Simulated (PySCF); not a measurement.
C2H8O2Si, SMILES C[C@H](O)[SiH2]O.

Geometry: PBE0-D3(BJ)/def2-SVP. The structure was generated by enumeration; whether it is a known compound was not checked. One conformer was computed; it need not be the lowest.

Method: SMD-M06-2X/6-31G* (PySCF).

Solvation free energies are E(SMD) − E(gas) at the gas-phase geometry, for 1 M in both phases. In vacuum the dipole moment is 2.43 D.

| solvent | ΔG(solv) (kcal/mol) | its non-electrostatic (CDS) part | dipole (D) |
|---|---|---|---|
| water | ___ | ___ | ___ |
| chlorobenzene | -5.0 | -1.5 | 2.76 |
| benzene | -4.1 | -2.0 | 2.63 |

Problem. Fill in the missing entries. (Estimate from the structure and the level; the computed values follow.)

Solution. 
- water, ΔG(solv) (kcal/mol): -7.4
- water, its non-electrostatic (CDS) part: 3.3
- water, dipole (D): 3.10
